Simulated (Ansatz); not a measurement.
CH3O3Re, triplet (typed; the unrestricted solution is spin-contaminated), geometry from GFN2-xTB (such geometries of metal compounds can be far from the true shape) (the multiplicity is a formal guess) (core potentials on Re); HF/def2-SV(P) (Ansatz, a program for electronic structure).

Input for Ansatz:
Ansatz 0.2 input:
```yaml
crystal:
  periodic: [false, false, false]
  atoms:
    - {symbol: Re, position_ang: [0.03195556, -0.12053854, -0.12344557]}
    - {symbol: O, position_ang: [1.45767432, 0.66095690, -0.56814494]}
    - {symbol: O, position_ang: [0.67911733, -0.77031636, 1.40556728]}
    - {symbol: O, position_ang: [-1.41120364, -0.68482651, -0.69523628]}
    - {symbol: C, position_ang: [-0.86361665, 1.61668092, 0.84836389]}
    - {symbol: H, position_ang: [-0.07912932, 2.16611947, 1.36614474]}
    - {symbol: H, position_ang: [-1.60794345, 1.27507451, 1.56674822]}
    - {symbol: H, position_ang: [-1.33259851, 2.25259882, 0.09785253]}
basis:
  gaussian:
    orbitals: def2-SV_P_.json
hamiltonian:
  xc: hf
magnetization: {spin_polarized: true, initial_magnetization: 2}
```
The basis file holds def2-SV(P) in the JSON format of the Basis Set Exchange.

**Question.** Predict the main parts of the log of this Ansatz run.

**Answer.** 
```
Functional definition: HF
953 factors; integrals over basis functions are off by at most 4.0e-4 eV
mean field evaluation 1: about -9271.9619 eV, gradient 5.5e1 eV
mean field evaluation 2: about -9271.9840 eV, gradient 5.5e1 eV
mean field evaluation 4: about -9284.0011 eV, gradient 1.0e1 eV
mean field evaluation 8: about -9285.0950 eV, gradient 3.2e0 eV
mean field evaluation 16: about -9287.8952 eV, gradient 2.2e0 eV
mean field evaluation 32: about -9281.4907 eV, gradient 2.9e1 eV
mean field evaluation 64: about -9282.8579 eV, gradient 1.2e1 eV
mean field evaluation 96: about -9281.9016 eV, gradient 1.6e1 eV
mean field evaluation 128: about -9287.8532 eV, gradient 9.0e-1 eV
mean field evaluation 160: about -9286.4100 eV, gradient 5.8e0 eV
mean field evaluation 192: about -9287.3518 eV, gradient 2.0e0 eV
mean field evaluation 224: about -9280.3700 eV, gradient 3.1e1 eV
mean field evaluation 256: about -9286.7835 eV, gradient 4.3e0 eV
mean field evaluation 288: about -9285.8402 eV, gradient 4.8e0 eV
mean field evaluation 320: about -9277.0659 eV, gradient 4.0e1 eV
mean field evaluation 352: about -9283.7730 eV, gradient 3.6e0 eV
mean field evaluation 384: about -9285.7284 eV, gradient 1.9e0 eV
mean field evaluation 416: about -9285.2156 eV, gradient 1.7e0 eV
mean field evaluation 448: about -9286.4847 eV, gradient 1.2e-1 eV
mean field -9288.04245177 eV, -341.3292644414 hartree, gradient 1.8e-5 eV, S^2 2.248869; 4 other end points of the search recorded, 0 dependent functions left out
reference -9288.04245177 eV, -341.3292644414 hartree; 25, 23 occupied and 62, 64 virtual orbitals, 953 factors
Total energy: -9288.04245177 eV, -341.3292644414 hartree
```
